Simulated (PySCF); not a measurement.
# Xe³⁺ (xenon, charge +3): r2SCAN calculation

Configuration: [Kr] 4d10 5s2 5p3, high-spin 4S determinant. Calculation: PySCF 2.14, in aug-cc-pVTZ-PP with one added diffuse shell each of d, f type with ECP28MDF (6s5p5d3f, 67 functions); scalar relativity through the core potential.

| Item | Value |
| --- | --- |
| Total energy | -327.1324 hartree |
| One-electron energy | -541.1448 hartree |
| Hartree (Coulomb) energy | 236.8665 hartree |
| Exchange-correlation energy | -22.8540 hartree |
| ⟨S²⟩ | 3.7508 |
| ⟨L²⟩ | 0.000 |
| Sum of ⟨r⟩ | 24.39 bohr |
| Sum of ⟨r²⟩ | 34.18 bohr² |

```json
{"shell": "4s α", "electrons": "1", "mean orbital energy (eV)": "-235.24", "rms radius, mean of both spins (bohr)": "0.767"}
{"shell": "4s β", "electrons": "1", "mean orbital energy (eV)": "-234.87", "rms radius, mean of both spins (bohr)": "0.767"}
{"shell": "4p α", "electrons": "3", "mean orbital energy (eV)": "-178.14", "rms radius, mean of both spins (bohr)": "0.820"}
{"shell": "4p β", "electrons": "3", "mean orbital energy (eV)": "-177.79", "rms radius, mean of both spins (bohr)": "0.820"}
{"shell": "4d α", "electrons": "5", "mean orbital energy (eV)": "-93.783", "rms radius, mean of both spins (bohr)": "0.934"}
{"shell": "4d β", "electrons": "5", "mean orbital energy (eV)": "-93.242", "rms radius, mean of both spins (bohr)": "0.934"}
{"shell": "5s α", "electrons": "1", "mean orbital energy (eV)": "-52.459", "rms radius, mean of both spins (bohr)": "1.85"}
{"shell": "5s β", "electrons": "1", "mean orbital energy (eV)": "-48.553", "rms radius, mean of both spins (bohr)": "1.85"}
{"shell": "5p α", "electrons": "3", "mean orbital energy (eV)": "-38.660", "rms radius, mean of both spins (bohr)": "2.11"}
```

Energies and moments cover only the electrons outside the core potential.
